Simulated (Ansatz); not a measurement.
Ideal-gas functions of BFH4SiSn, SMILES `F[B]1[SiH2][SnH2]1` at 400 K and 1 bar, from an Ansatz frequency run at PBE0-D4/def2-TZVP.

Molar mass 180.64 g/mol, point group C1 (symmetry number 1), electronic degeneracy 1, moments of inertia 123.604, 251.337, 363.515 u Å². Harmonic wavenumbers (cm⁻¹, unscaled): 139, 199, 270, 293, 319, 384, 465, 495, 523, 567, 669, 706, 908, 1346, 1907, 1940, 2187, 2231.

Use S(trans) = R[1.5 ln M + 2.5 ln T − 1.1517]; rotational temperatures θ = 24.2544 K / I; S(rot) = R[ln(√π/σ · √(T³/θAθBθC)) + 1.5]; for each mode x = 1.438777 ν̃/T, S = R[x/(eˣ − 1) − ln(1 − e⁻ˣ)] and H = RT x/(eˣ − 1); 1 cm⁻¹ = 0.0119627 kJ/mol; R = 8.31446 J/(mol·K).

Question: By hand: the entropy, in J/(mol·K).

Answer: Translation 179.8. Rotation: θ = 0.1962, 0.0965, 0.0667 K, giving 119.7. Vibration, mode by mode: 14.16, 11.27, 8.88, 8.25, 7.61, 6.26, 4.94, 4.54, 4.19, 3.69, 2.77, 2.49, 1.40, 0.39, 0.07, 0.06, 0.03, 0.02, in all 81.0. Electronic 0.0. Sum 380.5 J/(mol·K).

Question: By hand: H − E and G − E in kJ/mol, counted from the electronic energy.

Answer: Zero-point energy ½ × 15548 × 0.0119627 = 93.0; thermal vibration 18.8; translation, rotation and pV give 4 RT = 13.3. H − E = 125.1 kJ/mol, and G − E = 125.1 − 400 × 380.5/1000 = -27.1 kJ/mol.

Vibration gives 21 % of the entropy, 14.2 J/(mol·K) of it from the mode under 150 cm⁻¹: soft modes count most, and the harmonic formula is weakest for them. The sum counts one conformer and one mirror image; others add a mixing term.
